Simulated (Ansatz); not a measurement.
Task: Name a neutral molecule of C, F, O and H with size of the dipole moment (PBE/def2-TZVPP) between 6.40 and 6.70 D and zero-point energy (PBE0-D4/def2-TZVP) between 269 and 285 kJ/mol (Ansatz, PBE0-D4/def2-TZVP geometry).

Result: `CO/C(O)=C\C(=O)C(F)(F)F` (6.70 D, 276.2 kJ/mol). Other molecules can fit too; these were computed, each in one conformer that needn't be the lowest.
